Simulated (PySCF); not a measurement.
**Ionisation energy of Pr(17+) by level of theory**

Pr(17+) [Kr] 4d6 (5D) → Pr(18+) [Kr] 4d5 (6S), as a difference of total energies. Calculation: PySCF 2.14, in an even-tempered Gaussian basis (20 s from 0.86 bohr⁻², ratio 2.5; 15 p from 1.1 bohr⁻², ratio 2.5; 10 d from 1.1 bohr⁻², ratio 2.5; 4 f from 5.9 bohr⁻², ratio 2.7; 4 g from 8.9 bohr⁻², ratio 2.7); scalar relativity by spin-free X2C-1e. Correlated levels: outer shells: [Ar] 3d10 frozen; virtual orbitals above 40 to 60 times the deepest correlated orbital energy dropped. The calculations carry no spin-orbit coupling.

| method | ionisation energy (eV) |
| --- | --- |
| UHF | 476.82 |
| LDA | 479.33 |
| PBE0 | 479.10 |
| r2SCAN | 478.75 |
| SCS-MP2 (outer shells) | 477.68 |

Q: Estimate what PBE gives.

A: 479.21 eV, closest to PBE0 among the rows shown.

Q: Estimate what MP2 (outer shells) gives.

A: 477.60 eV, closest to SCS-MP2 (outer shells) among the rows shown.

A first-order spin-orbit estimate (lowest level to lowest level, LS coupling) adds 1.684 eV.

Breit and QED terms and the two-electron picture change are absent.

For comparison: 478 ± 3 eV (theoretical estimate listed by NIST; NIST Atomic Spectra Database, ionization energies).
